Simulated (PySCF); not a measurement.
silane (H4Si), SMILES [SiH4].

Geometry: TPSSh-D3(BJ)/def2-TZVPD.

Vertical ionisation energy (IE) and electron affinity (EA) in eV. Rows of orbital energies are one-electron estimates. Where ΔSCF, EOM or ADC give a negative EA the extra electron is unbound and the value depends on the basis.

| level | IE | EA |
|---|---|---|
| −ε(HOMO), −ε(LUMO), r2SCAN/def2-TZVPD (PySCF) | 8.87 | -0.64 |
| −ε(HOMO), −ε(LUMO), B3LYP/def2-TZVPD (PySCF) | 9.67 | -0.14 |
| EOM-CCSD/aug-cc-pVDZ (PySCF) | 12.70 | -0.79 |
| ADC(2)/aug-cc-pVDZ (PySCF) | 12.65 | -0.81 |

Problem. Beyond the first one, list the lowest photoelectron lines from ADC(2)/aug-cc-pVDZ (PySCF) with their pole strengths (two spins summed). (The exact figures need the calculation; the answer reports its results.)

Solution. 18.76 eV (1.80).
